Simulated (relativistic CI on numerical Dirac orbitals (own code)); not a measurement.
## Hyperfine structure of W6+, mass number 183

Calculated at this level of theory: Dirac-Coulomb-Breit CI, orbitals from a KLI potential per configuration, QED by a radiative potential, unscaled Slater integrals (own radial code, finite nucleus).

CI space (outside the closed core [Kr] 4d10): 4f¹⁴5s²5p⁶, 4f¹⁴5s²5p⁵5d, 4f¹³5s²5p⁶5d, 4f¹⁴5s²5p⁵5f, 4f¹⁴5s5p⁶5d, 4f¹³5s²5p⁶6s, 4f¹⁴5s²5p⁵6s, 4f¹⁴5s²5p⁵5g, 4f¹³5s²5p⁶6p, 4f¹⁴5s²5p⁵6p, 4f¹⁴5s5p⁶5f, 4f¹³5s²5p⁶6d. Double excitations out of closed p, d and f shells are left out; levels of such configurations are missing from the list, as are those of other unlisted configurations, and high levels can miss mixing partners.

Nuclear spin I = 1/2, μ = 0.11739 μN (tables of Stone and Pyykkö). The electronic factors are computed for point nuclear moments, without core polarisation or the Bohr-Weisskopf and QED corrections.

| Level | E (cm⁻¹) | A (MHz) |
| --- | --- | --- |
| 4f¹³5s²5p⁶5d ³P°2 | 294577 | 243.8 |
| 4f¹³5s²5p⁶5d ³H°5 | 302185 | 376.7 |
| 4f¹³5s²5p⁶5d ³P°1 | 305721 | 434.5 |
| 4f¹³5s²5p⁶5d ³H°6 | 310214 | 272 |
| 4f¹³5s²5p⁶5d ³G°5 | 319834 | 283.1 |
| 4f¹⁴5s²5p⁵5d ³P°1 | 320668 | 537.7 |

Levels with J = 0, under 50 % of one LS term, or S terms without an open s electron are left out. Small factors come from cancelling terms and can be off by tens of per cent or more.

At this charge configurations can still be misplaced by up to about 7 % of their energy. Levels and lines within the n = 5 or 6 shells can be off by up to 10 % or somewhat more, and those that change n by about 2 %, since core polarisation is missing. Levels that differ in their count of f electrons can be misplaced by several ten thousand cm⁻¹, since the correlation energy of f electrons is missing or only estimated; rates across such gaps can be off by orders of magnitude.

Q: Give the hyperfine levels of 4f¹³5s²5p⁶5d ³P°2 relative to its centre of gravity.

A: With K = F(F + 1) − I(I + 1) − J(J + 1), E = AK/2: F = 3/2: -365.7, F = 5/2: 243.8 MHz.

LS names give the leading component of a level, which can be under half, so a name can repeat, a term be missing and a line seem to break the LS rules.
